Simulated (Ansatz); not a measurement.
Reaction (cleavage of the Ge–Al bond): `C#[C][AlH][GeH3]` + `CC(O)=S` → `CC(=S)[O][GeH3]` + `C#[C][AlH2]`

Isolated molecules relaxed with PBE0-D4/def2-TZVP in Ansatz; ΔE leaves out vibrations. CCSD(T)/CBS adds triple-zeta CCSD(T) − MP2 to the extrapolated MP2 energy (def2 sets, frozen cores). DFT in def2-TZVPP. B3LYP here is the variant with VWN-RPA as its local correlation; programs differ in this. HSE06 is defined as in plane-wave codes. For Ge outer-core shells are correlated without core-valence functions, which leaves a few kJ/mol of doubt a bond. Scalar relativity is left out up to krypton. Each species was taken in one conformer, which may not be the lowest.

| level | ΔE (kJ/mol) | difference from CCSD(T)/CBS |
| --- | --- | --- |
| PBE-D4 | 49.1 | 14.9 |
| revPBE-D4 | 41.7 | 7.5 |
| BLYP-D4 | 30.4 | -3.8 |
| r2SCAN-D4 | 41.1 | 6.9 |
| B97M-V | 22.8 | -11.4 |
| PBE0-D4 | 47.9 | 13.7 |
| B3LYP-D4 | 32.0 | -2.2 |
| r2SCANh-D4 | 41.6 | 7.4 |
| r2SCAN0-D4 | 42.1 | 7.9 |
| HSE06-D4 | 48.3 | 14.1 |
| BHLYP-D4 | 28.9 | -5.3 |
| CAM-B3LYP-D4 | 29.3 | -4.9 |
| ωB97M-V | 33.7 | -0.5 |
| B2PLYP | 32.2 | -2.0 |
| PBE-QIDH | 39.8 | 5.6 |
| PBE | 53.1 | 18.9 |
| revPBE | 53.9 | 19.7 |
| BLYP | 39.4 | 5.2 |
| r2SCAN | 42.1 | 7.9 |
| PBE0 | 51.3 | 17.1 |
| r2SCAN0 | 43.4 | 9.2 |
| HSE06 | 51.4 | 17.2 |
| BHLYP | 32.8 | -1.4 |
| CAM-B3LYP | 32.8 | -1.4 |
| LC-ωPBE | 41.8 | 7.6 |
| RPA@PBE/def2-TZVPP | 26.9 | -7.3 |
| HF/def2-SVP | 27.8 | -6.4 |
| MP2/def2-SVP | 26.5 | -7.7 |
| CCSD(T)/def2-SVP | 31.2 | -3.0 |
| HF/def2-TZVPP | 22.3 | -11.9 |
| MP2/def2-TZVPP | 26.4 | -7.8 |
| SCS-MP2/def2-TZVPP | 21.5 | -12.7 |
| CCSD/def2-TZVPP | 32.2 | -2.0 |
| CCSD(T)/def2-TZVPP | 31.9 | -2.3 |
| HF/def2-QZVPP | 20.0 | -14.2 |
| MP2/def2-QZVPP | 27.0 | -7.2 |
| SCS-MP2/def2-QZVPP | 21.8 | -12.4 |
| HF/CBS(def2) | 19.7 | -14.5 |
| MP2/CBS(def2) | 28.7 | -5.5 |
| CCSD/CBS(def2) | 34.5 | 0.3 |
| CCSD(T)/CBS | 34.2 | 0 |

Largest T1 diagnostic among the species: 0.017.

From BLYP to BHLYP (50 % exact exchange), in def2-TZVPP and without D4, ΔE moves by −6.6 kJ/mol. In def2-TZVPP, CCSD(T) changes the Hartree–Fock value by +9.5 kJ/mol (the triples alone add −0.3 kJ/mol) and MP2 by +4.1 kJ/mol. Leaving LDA and LC-ωPBE aside and taking each functional with its dispersion term where it has one, the values spread over 26.2 kJ/mol, from B97M-V to PBE-D4.
